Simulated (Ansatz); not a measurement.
Reactions of `C[SiH2][SiH2][AsH2]`.

Program: Ansatz. Geometries: PBE0-D4/def2-TZVP. ΔE: electronic, gas phase. CCSD(T)/CBS adds triple-zeta CCSD(T) − MP2 to the extrapolated MP2 energy (def2 sets, frozen cores). This one scheme is used for every species. Functionals use def2-TZVPP. For As outer-core shells are correlated without core-valence functions, which leaves a few kJ/mol of doubt a bond. Scalar relativity is left out up to krypton. One conformer a species, not always the lowest.

| reaction | PBE0-D4 (kcal/mol) | HF/CBS(def2) (kcal/mol) | CCSD(T)/CBS(def2) (kcal/mol) |
| --- | --- | --- | --- |
| `C[SiH2][SiH2][AsH2]` + `N[SiH](O)O` → `C[SiH2]N[SiH](O)O` + `[SiH3][AsH2]` | -9.7 | -17.9 | -12.9 |
| `C[SiH2][SiH2][AsH2]` + `C[SiH2]Cl` → `C[SiH2][SiH](C)Cl` + `[SiH3][AsH2]` | 1.5 | 1.6 | 1.7 |
| `C[SiH2][SiH2][AsH2]` + `C#CSS` → `C#CSS[SiH2]C` + `[SiH3][AsH2]` | -12.2 | -15.6 | -14.3 |
| `C[SiH2][SiH2][AsH2]` + HCl → `C[SiH2]Cl` + `[SiH3][AsH2]` | -20.6 | -29.3 | -23.0 |

Largest T1 diagnostic: 0.014, for `C#CSS`.
